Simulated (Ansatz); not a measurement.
Molecule: HgO, charge 0, multiplicity 1. 
Structure (B3LYP-D3(BJ)/def2-TZVP (Ansatz, an electronic-structure program) minimum search):
SMILES: [O]=[Hg]
```xyz
2

Hg     0.0000     0.0000    -0.1744
O      0.0000     0.0000     1.7436
```

CCSD(T) with Ansatz in growing basis sets, 18 correlated electrons. Cores are frozen in the correlated levels unless marked. UHF or UKS for open shells. Spin-orbit coupling is left out. Frozen are the shells of the preceding noble gas and the d and f shells that filled before the atom's block. In def2 rows, elements after Kr have scalar-relativistic effective core potentials. Costs are ratios of core time to the smallest set, on shared machines of one kind, and rough; they hold the program's checks for lower states.

```csv
basis,functions,cost over smallest,E(corr) (Eh),electronic atomisation energy (kcal/mol)
def2-SVP,46,1×,-0.4929,-14.1
def2-TZVPP,90,4×,-0.6746,-3.8
def2-QZVPP,145,10×,?,?
```

Task: What does the step to def2-QZVPP buy, and how does its cost grow by formal scaling?

Result: Formally CCSD grows as o²v⁴ and (T) as o³v⁴; with o = 9 and v going from 76 to 131 both grow 9-fold in the last step, while integrals and the mean field grow more slowly. That step adds 41.6 mEh of correlation energy and 4.3 kcal/mol to the atomisation energy. Row: E(corr) (Eh) -0.7162, electronic atomisation energy (kcal/mol) 0.5.
